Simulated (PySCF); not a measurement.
## Telling isomers of C2H12O2Si3 apart by NMR

[PySCF 2.14: NMR shieldings at PBE0/pcSseg-1/GIAO; GFN2-xTB structure; equivalent nuclei averaged; one conformer; relativity neglected; isolated molecule]

Shifts are taken against calculated references (same method and geometry level): ¹H, ¹³C against TMS. Where no couplings were computed, multiplicities follow the n + 1 count of equivalent neighbours, and m marks all less simple cases (inequivalent or close neighbours, rings, F or P nearby). Shifts are as computed. Against solution values, carbons near 30 ppm lie about +3 ppm off and those near 130 ppm about +5 ppm. Of 1309 compounds with measured shifts, 239 miss one by over three times the rms of a fit or turn the order of signals round; such compounds aren't used in these exercises.

(1) Tabulate the signals of `COCO[SiH]([SiH3])[SiH3]`, `CC[SiH2]O[SiH2]O[SiH3]` and their relative energies.

(2) What is the quickest way to tell COCO[SiH]([SiH3])[SiH3] from CC[SiH2]O[SiH2]O[SiH3]?

Results:

(1) 
```json
{"SMILES": "COCO[SiH]([SiH3])[SiH3]", "carbon types": "1×CH2 1×CH3", "δC": "95.7, 57.4", "δH": "5.59 (sept, 1H), 4.83 (s, 2H), 3.52 (d, 6H), 3.49 (s, 3H)", "E rel. (kcal/mol)": "97.3"}
{"SMILES": "CC[SiH2]O[SiH2]O[SiH3]", "carbon types": "1×CH2 1×CH3", "δC": "11.8, 10.2", "δH": "5.21 (s, 3H), 5.20 (t, 2H), 4.98 (s, 2H), 1.32 (t, 3H), 0.91 (m, 2H)", "E rel. (kcal/mol)": "0.0"}
```

Energies are electronic energies at PBE0/pcSseg-1 on these geometries, without zero-point or thermal terms, each for the one conformer computed, which needn't be the lowest.

(2) Both give the same number of carbon signals, with the same numbers of each carbon type, so the positions decide. The first has an sp3 carbon bearing two oxygens (CH2) at 95.7 ppm, the second an sp3 CH2 bonded to Si at 11.8 ppm.
